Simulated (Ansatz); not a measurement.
Abridged output of a molecular run in Ansatz:

```
Functional definition: HF
1181 factors; integrals over basis functions are off by at most 1.2e-3 eV
mean field evaluation 1: about -75338.7003 eV, gradient 2.2e1 eV
mean field evaluation 2: about -75338.7358 eV, gradient 2.2e1 eV
mean field evaluation 4: about -75340.4716 eV, gradient 3.0e0 eV
mean field evaluation 8: about -75340.5008 eV, gradient 1.3e-1 eV
mean field evaluation 16: about -75340.4624 eV, gradient 4.2e-1 eV
mean field -75340.50089040 eV, -2768.7123400965 hartree, gradient 3.7e-6 eV, S^2 0.000000; 0 other end points of the search recorded, 0 dependent functions left out
16 core orbitals not correlated: weight in the atoms' cores, before any rotation towards them, 1.000 or more for the frozen orbitals, at most 0.000 for the correlated occupied ones
reference -75340.50089040 eV, -2768.7123400965 hartree; 18, 18 occupied and 84, 84 virtual orbitals, 1181 factors
second order -17.16315368 eV of doubles, -0.00000000 eV of singles
cycle   1  -18.00044631 eV  change   -8.4e-1 eV  update   9.1e-2
cycle   2  -18.55181317 eV  change   -5.5e-1 eV  update   2.7e-2
cycle   3  -18.60680667 eV  change   -5.5e-2 eV  update   9.4e-3
cycle   4  -18.60688596 eV  change   -7.9e-5 eV  update   2.5e-3
cycle   5  -18.60755225 eV  change   -6.7e-4 eV  update   7.5e-4
cycle   6  -18.60725093 eV  change    3.0e-4 eV  update   2.3e-4
cycle   7  -18.60721556 eV  change    3.5e-5 eV  update   6.6e-5
cycle   8  -18.60722232 eV  change   -6.8e-6 eV  update   2.3e-5
perturbative correction -0.52767230 eV, -0.0193915994 hartree
Total energy: -75359.63578502 eV, -2769.4155345037 hartree
```

Its atoms:

Z-matrix (Å, degrees):
```
C
Se 1 1.942
H 1 1.090 2 106.9
H 1 1.089 2 110.3 3 -118.8
H 1 1.089 2 110.3 3 118.8
C 2 1.945 1 97.6 3 -180.0
Si 6 1.877 2 111.1 1 179.4
H 6 1.093 2 109.0 1 58.8
H 6 1.093 2 109.1 1 -59.7
H 7 1.488 6 109.1 2 179.6
H 7 1.485 6 110.3 2 -60.7
H 7 1.485 6 110.3 2 59.9
```

Task: Which basis set was used?
A. def2-SVP
B. def2-SVPD
C. cc-pV(Q+d)Z
D. cc-pV(T+d)Z

Result: A. It gives 118 functions.

Task: Write the keys of the input that set method, charge and spin (a neutral closed shell needs none for the last two).

Result: 
```yaml
correlation: {method: ccsd_t}
```
